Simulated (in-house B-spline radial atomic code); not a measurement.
The copper ion Cu⁷⁺: [Ar] 3d4

Level of theory: Dirac-Kohn-Sham B97-1, spherical fractional occupations, exact exchange averaged over the configuration, Fermi nucleus of rms radius 3.8823 fm; calculated with a B-spline radial code for spherical atoms.

Effective charges: Z_r = [3n² - l(l+1)]/(2<r>) from the radius, Z_e = n√(-2ε) from the energy, and Slater's rules. Values are occupation-weighted means over j.

| shell | electrons | ε (eV) | <r> (bohr) | Z_r | Z_e | Slater |
| --- | --- | --- | --- | --- | --- | --- |
| 1s | 2 | -9053.7 | 0.05213 | 28.77 | 25.80 | 28.70 |
| 2s | 2 | -1244.4 | 0.2346 | 25.58 | 19.13 | 24.85 |
| 2p | 6 | -1095.7 | 0.2062 | 24.25 | 17.95 | 24.85 |
| 3s | 2 | -271.24 | 0.674 | 20.03 | 13.39 | 17.75 |
| 3p | 6 | -225.59 | 0.6884 | 18.16 | 12.22 | 17.75 |
| 3d | 4 | -154.09 | 0.6969 | 15.07 | 10.10 | 9.95 |

The least bound orbital is 3d5/2 at -153.9 eV, and it is also the most diffuse (<r> = 0.6978 bohr).

Spin-orbit splittings of the orbital energies (j = l + 1/2 above j = l - 1/2 when positive): 2p 20.52 eV, 3p 3.075 eV, 3d 0.4581 eV.

For the 1s electron the small component carries 1.09 % of the norm, the zero-frequency Breit interaction raises the level by 11.88 eV, self-energy by 5.996 eV, and vacuum polarisation lowers it by 0.5446 eV.
